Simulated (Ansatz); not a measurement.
Geometry optimisation, Ansatz 0.2.0, RHF/def2-SVP.

input.yaml

```yaml
crystal:
  periodic: [false, false, false]
  atoms:
    - { symbol: Ge, position_ang: [0.0, 0.0, 0.0] }
    - { symbol: C, position_ang: [0.0, 0.0, 1.96] }
    - { symbol: H, position_ang: [-0.9996, -0.3092, 2.3305] }
    - { symbol: H, position_ang: [0.7676, -0.7111, 2.3305] }
    - { symbol: H, position_ang: [0.232, 1.0203, 2.3305] }
    - { symbol: H, position_ang: [1.4616, 0.0, -0.5162] }
    - { symbol: H, position_ang: [-0.73, 1.2648, -0.5162] }
    - { symbol: H, position_ang: [-0.73, -1.2648, -0.5162] }
basis:
  gaussian: { orbitals: def2-SVP }
hamiltonian:
  xc: hf
relax:
  f_tol: 0.02
  max_steps: 40
```

Launched with:

```bash
$ ansatz run input.yaml --threads 1 --pin off --max-ram 2048MiB --backend cpu --events-out ev --progress --plain --runs-dir out
```

**Question.** Where does it end, and by what steps?

**Answer.** It converged. After 8 steps the energy has fallen by 0.043 eV; H5 moved furthest, 0.21 Å.

```tsv
step	energy less start (eV)	largest force component (eV/Å)	accepted
0	0.0000	0.684	yes
1	-0.0319	0.194	yes
2	-0.0375	0.053	yes
3	-0.0419	0.026	yes
4	-0.0414	0.176	no
5	-0.0426	0.131	yes
6	-0.0431	0.051	yes
7	-0.0431	0.021	yes
8	-0.0431	0.015	yes
```

```xyz
8
Properties=species:S:1:pos:R:3
Ge 0.000 0.000 0.001
C 0.000 0.000 1.964
H -1.016 -0.102 2.346
H 0.597 -0.829 2.346
H 0.420 0.931 2.346
H 1.434 0.144 -0.533
H -0.841 1.170 -0.534
H -0.592 -1.314 -0.534
```

Whether the end is a true minimum wasn't checked by a vibrational analysis.

Time of the run: 7.2 s on 1 thread of Intel(R) Xeon(R) 6975P-C (Granite Rapids), with other jobs on the host, peak memory 0.15 GiB.
